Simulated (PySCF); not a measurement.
Computed IR spectrum (relative IR intensity) of a molecule CH₅F₂NSi₂. The structure is a stationary point at TPSSh-D3(BJ)/def2-SVP. One conformer was computed; it need not be the lowest. These are TPSSh-D3(BJ)/def2-SVP in PySCF values and carry that method's errors. Frequencies are harmonic and unscaled.

Lines under 2 % of the strongest are left out, and lines within 2 cm⁻¹ are merged.

ν (cm⁻¹): 137 (vw), 385 (vw), 670 (m), 716 (vw), 731 (vw), 762 (w), 855 (vw), 860 (vw), 915 (vs), 950 (w), 968 (w), 971 (m), 1711 (m), 2287 (w), 2296 (m), 2308 (w), 2312 (m), 2954 (w) (against the strongest line: vs over 80 %, s over 45 %, m over 15 %, w over 4 %, vw less)

Problem. Which structure fits?
A. F[SiH2]/C=N/[SiH2]F
B. F[Si]1(F)C[SiH2]N1
C. FC1(F)[SiH2]N[SiH2]1
D. F[SiH](F)/C=N/[SiH3]

Solution. A, F[SiH2]/C=N/[SiH2]F
